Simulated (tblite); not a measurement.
Compound: C3H6Cl2OSi.
Numbering: `[CH2:1]=[CH:2][Si:3]([Cl:4])([Cl:5])[O:6][CH3:7]` (hydrogens: H8, H9 on C1; H10 on C2; H11, H12, H13 on C7)

Structure used (GFN2-xTB), in Å, numbered top down from 1:
```
atom  x, y, z in Å
C1     1.8921   -0.8528    0.2152
C2     1.5689    0.4308    0.1466
Si3    0.0506    1.1023   -0.7510
Cl4    0.5096    1.7723   -2.5830
Cl5   -0.7529    2.5682    0.4009
O6    -1.0737   -0.0166   -1.0753
C7    -1.9475   -0.6991   -0.2130
H8     2.7736   -1.1971    0.7329
H9     1.2903   -1.6155   -0.2520
H10    2.2194    1.1486    0.6305
H11   -2.6622   -1.2387   -0.8333
H12   -1.3948   -1.4052    0.4092
H13   -2.4778    0.0033    0.4322
```

Method: GFN2-xTB as coded in tblite; computed harmonic values from a numerical Hessian at the method's own geometry, unscaled. This tight-binding method is rough: wavenumbers can miss measured ones by several per cent, in bad cases by 10 to 20. One conformer, not necessarily the lowest.

Harmonic wavenumbers (cm⁻¹): 40.4, 69.6, 89.5, 102.1, 130.4, 136.6, 155.3, 217.1, 294.6, 337.5, 466.0, 489.7, 566.1, 689.0, 791.3, 927.0, 1015.5, 1030.0, 1128.3, 1128.7, 1149.5, 1277.9, 1409.7, 1413.9, 1470.5, 1476.7, 1664.6, 2969.5, 2977.9, 3007.3, 3045.8, 3085.8, 3110.3.

A = 1350, B = 1275, C = 1086 MHz; mass 155.956 u (most abundant isotopes); point group C1, symmetry number 1.

Q: What is the zero-point energy?

A: Half the sum of the wavenumbers: 18932 cm⁻¹ = 54.13 kcal/mol.

Q: What is S at 500 K and 1 bar for an ideal gas of classical rigid rotors and harmonic oscillators?

A: Translation 43.64, rotation 31.07, vibration 48.73: S = 123.4 cal/(mol K).

Q: And Cp and H(500 K) − H(0)?

A: Cp = 44.39 cal/(mol K), of which vibrations give 36.45 (their classical limit is 33 R = 65.6); H(500 K) − H(0) = 15.10 kcal/mol without the zero-point energy, 11.12 from vibrations.

Q: How do the functions run with temperature in this model?

A: 
| T (K) | S (cal/(mol K)) | Cp (cal/(mol K)) | H − H(0) (kcal/mol) | G − H(0) (kcal/mol) | ln q(vib) |
| --- | --- | --- | --- | --- | --- |
| 100 | 73.4 | 21.5 | 1.48 | -5.87 | 2.36 |
| 200 | 90.7 | 28.6 | 4.00 | -14.13 | 5.62 |
| 300 | 103.4 | 34.5 | 7.16 | -23.86 | 8.46 |
| 800 | 146.6 | 54.0 | 29.98 | -87.29 | 19.43 |
| 1000 | 159.1 | 58.2 | 41.23 | -117.89 | 22.96 |

q(vib) and H(0) count from the zero-point level.

Q: Blend soft modes into free rotors: weight 1/[1 + (100 cm⁻¹/ν̃)⁴] for the oscillator and the rest for a rotor with moment μB/(μ + B), μ = h/(8π²ν), B = 10⁻⁴⁴ kg m². What vibrational entropy results?

A: 43.85 cal/(mol K) in place of 48.73, which changes −T·S at 500 K by +2.44 kcal/mol.

Hindered rotation and anharmonicity are outside this model. Other conformers, if any are populated, would add a mixing term that is left out. The structure is chiral; the term R ln 2 for an equal mix with its mirror image is left out.

On an Arm Neoverse N1 with one thread, shared host, this took 0.85 s of wall time. This covers the Hessian and the dipole derivatives.
